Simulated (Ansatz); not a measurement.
PBE exchange is replaced step by step with exact exchange (0 % is PBE, 25 % PBE0; no dispersion term), basis def2-TZVP, Ansatz. System: the cluster Ti₂O₂ (the lowest singlet isomer of a short search). Charge 0, multiplicity 1. Geometry: PBE-D4/def2-SVP.

Geometry of the singlet:

```xyz
4

Ti    1.090   -0.162    0.099
Ti   -0.969   -0.365   -0.390
O    -0.270   -0.427    1.311
O     0.149    0.954   -1.020
```

The restricted singlet is unstable towards broken spin symmetry at other levels; at PBE with 5 % exact exchange/def2-TZVP, PBE with 10 % exact exchange/def2-TZVP, PBE with 15 % exact exchange/def2-TZVP, PBE with 35 % exact exchange/def2-TZVP and others this wasn't settled. At PBE0-D4/def2-TZVP the restricted singlet is unstable: a solution with broken spin symmetry lies lower. The geometry of the singlet was relaxed on an unsound state (restricted singlet, unstable towards broken spin symmetry at other levels and untested here). The order of the spin states hangs on the level: the triplet lies 0.16 eV below the singlet at PBE0-D4/def2-TZVP, but 0.24 eV above it at PBE-D4/def2-TZVP. The singlet is doubtful at PBE0-D4/def2-TZVP (restricted singlet, unstable towards broken spin symmetry). The triplet is doubtful at PBE0-D4/def2-TZVP (⟨S²⟩ 2.48, where a pure state has 2.00). The structure comes from a short search, and lower isomers may exist.

```json
{"exact exchange (%)": "0", "HOMO (eV)": "-3.49", "LUMO (eV)": "-2.44", "gap (eV)": "1.05"}
{"exact exchange (%)": "5", "HOMO (eV)": "-3.68", "LUMO (eV)": "-2.30", "gap (eV)": "1.38"}
{"exact exchange (%)": "10", "HOMO (eV)": "-3.85", "LUMO (eV)": "-2.17", "gap (eV)": "1.68"}
{"exact exchange (%)": "15", "HOMO (eV)": "-4.02", "LUMO (eV)": "-2.05", "gap (eV)": "1.97"}
{"exact exchange (%)": "25", "HOMO (eV)": "-4.35", "LUMO (eV)": "-1.83", "gap (eV)": "2.51"}
{"exact exchange (%)": "50", "HOMO (eV)": "-5.11", "LUMO (eV)": "-1.34", "gap (eV)": "3.77"}
```

Problem. Estimate the row for 35 %.

Solution. 
```tsv
exact exchange (%)	HOMO (eV)	LUMO (eV)	gap (eV)
35	-4.66	-1.63	3.03
```
